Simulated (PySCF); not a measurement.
dichlorosilane (H2Cl2Si), SMILES Cl[SiH2]Cl.

Geometry optimised at B3LYP-D3(BJ)/def2-TZVP.

Method: PBE0/def2-TZVPD in PySCF.

Gas-phase values at a fixed geometry.

```yaml
total_energy: -1210.80500 hartree
point_group: C2v
highest_occupied_level: -9.15 eV
lowest_empty_level: -0.34 eV
orbital_gap: 8.81 eV
dipole_moment: 1.24 D
quadrupole, principal values (traceless, Buckingham form, about the centre of nuclear charge): -2.59, 0.34, 2.25 D·Å
mean_static_polarisability: 54.1 bohr³ (8.02 Å³)
polarisability_principal_values: 46.4, 52.3, 63.7 bohr³
```
